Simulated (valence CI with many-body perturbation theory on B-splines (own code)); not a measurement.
**Level structure of Pt⁵⁵⁺**

Computed by configuration interaction combined with many-body perturbation theory (CI+MBPT): five valence electrons over a frozen Dirac-Fock core [Ar], a basis of 7 s, 7 p, 8 d, 6 f, 4 g, 1 h functions for each j, with the one-electron correlation potential Σ1, the two-electron term Σ2, the three-electron term Σ3, Breit, model QED; selected CI, second order for the rest (own B-spline code, finite nucleus).

The last digits are not significant, and no measured levels were compared; by estimate large intervals hold to a few tenths of a per cent, small ones and those within an open d or f shell to about a per cent. Among the levels kept, up to 250 cm⁻¹ of a level comes from second order outside the variational space, and about a tenth of that is noise between levels of different J, which matters for small intervals. The list stops below the first excitations out of the core. Only levels of the ground parity were solved; by the run's estimate the other parity begins above the list, which can be wrong where configurations are misplaced.

Levels 1 to 28 of 28, with energies above the lowest level, (3d3/2^4 3d5/2) J=5/2. "Leading %" is the weight of the configuration and term that name the level; weights of strongly mixed levels are sums over their largest components and can fall short. In the jj column 3d3/2^4 stands for four electrons in 3d with j = 3/2.

| No. | Configuration | Term | J | E (cm⁻¹) | Leading % | g | Second component | Leading jj |
| --- | --- | --- | --- | --- | --- | --- | --- | --- |
| 1 | 3d5 | 2D | 5/2 | 0 | 26 | 1.259 | 24 % 3d5 4P | 3d3/2^4 3d5/2 (98 %) |
| 2 | 3d5 | 6S | 5/2 | 627810 | 33 | 1.326 | 22 % 3d5 2F | 3d3/2^3 3d5/2^2 (96 %) |
| 3 | 3d5 | 4G | 7/2 | 726080 | 31 | 1.158 | 26 % 3d5 2F | 3d3/2^3 3d5/2^2 (100 %) |
| 4 | 3d5 | 2H | 11/2 | 735300 | 45 | 1.093 | 31 % 3d5 4G | 3d3/2^3 3d5/2^2 (99 %) |
| 5 | 3d5 | 4D | 3/2 | 743890 | 38 | 1.136 | 28 % 3d5 4P | 3d3/2^3 3d5/2^2 (99 %) |
| 6 | 3d5 | 2G | 9/2 | 785930 | 34 | 1.127 | 25 % 3d5 4G | 3d3/2^3 3d5/2^2 (98 %) |
| 7 | 3d5 | 2D | 5/2 | 820370 | 36 | 1.125 | 24 % 3d5 4D | 3d3/2^3 3d5/2^2 (97 %) |
| 8 | 3d5 | 4P | 1/2 | 856720 | 38 | 1.766 | 33 % 3d5 2S | 3d3/2^3 3d5/2^2 (95 %) |
| 9 | 3d5 | 2F | 7/2 | 857570 | 39 | 1.066 | 34 % 3d5 2G | 3d3/2^3 3d5/2^2 (99 %) |
| 10 | 3d5 | 2D | 3/2 | 1012700 | 64 | 0.799 | 18 % 3d5 4F | 3d3/2^3 3d5/2^2 (94 %) |
| 11 | 3d5 | 6S | 5/2 | 1344000 | 37 | 1.315 | 26 % 3d5 2D | 3d3/2^2 3d5/2^3 (96 %) |
| 12 | 3d5 | 4D | 7/2 | 1420200 | 52 | 1.206 | 42 % 3d5 4G | 3d3/2^2 3d5/2^3 (100 %) |
| 13 | 3d5 | 4G | 11/2 | 1421500 | 50 | 1.087 | 49 % 3d5 2I | 3d3/2^2 3d5/2^3 (99 %) |
| 14 | 3d5 | 4G | 9/2 | 1439600 | 64 | 1.138 | 35 % 3d5 2G | 3d3/2^2 3d5/2^3 (98 %) |
| 15 | 3d5 | 2I | 13/2 | 1463600 | 100 | 1.064 |  | 3d3/2^2 3d5/2^3 (100 %) |
| 16 | 3d5 | 4D | 1/2 | 1485700 | 79 | 0.431 | 18 % 3d5 2S | 3d3/2^2 3d5/2^3 (99 %) |
| 17 | 3d5 | 4P | 3/2 | 1495500 | 54 | 1.158 | 35 % 3d5 4F | 3d3/2^2 3d5/2^3 (98 %) |
| 18 | 3d5 | 2F | 5/2 | 1503500 | 42 | 1.020 | 33 % 3d5 4D | 3d3/2^2 3d5/2^3 (98 %) |
| 19 | 3d5 | 2H | 9/2 | 1548200 | 53 | 1.094 | 47 % 3d5 4F | 3d3/2^2 3d5/2^3 (100 %) |
| 20 | 3d5 | 2G | 7/2 | 1569100 | 61 | 0.978 | 35 % 3d5 2F | 3d3/2^2 3d5/2^3 (100 %) |
| 21 | 3d5 | 4F | 5/2 | 1590100 | 65 | 1.046 | 26 % 3d5 2D | 3d3/2^2 3d5/2^3 (99 %) |
| 22 | 3d5 | 2D | 3/2 | 1590900 | 83 | 0.854 | 15 % 3d5 4D | 3d3/2^2 3d5/2^3 (94 %) |
| 23 | 3d5 | 2G | 7/2 | 1645600 | 48 | 1.025 | 32 % 3d5 2F | 3d3/2^2 3d5/2^3 (98 %) |
| 24 | 3d5 | 4P | 1/2 | 1647000 | 47 | 1.746 | 42 % 3d5 2P | 3d3/2^2 3d5/2^3 (91 %) |
| 25 | 3d5 | 2G | 9/2 | 1722200 | 80 | 1.102 | 10 % 3d5 4F | 3d3/2^2 3d5/2^3 (99 %) |
| 26 | 3d5 | 2P | 3/2 | 1856100 | 74 | 1.175 | 23 % 3d5 2D | 3d3/2^2 3d5/2^3 (98 %) |
| 27 | 3d5 | 2D | 5/2 | 1891500 | 81 | 1.173 | 10 % 3d5 2F | 3d3/2^2 3d5/2^3 (96 %) |
| 28 | 3d5 | 4P | 5/2 | 2148400 | 34 | 1.240 | 26 % 3d5 2F | 3d3/2 3d5/2^4 (97 %) |

The ionisation energy to 3d4 3P_0 of the next ion comes out as 5410 eV (NIST: 5410 ± 5 eV (theoretical)). All 28 levels together are meant to be complete up to 2157300 cm⁻¹.
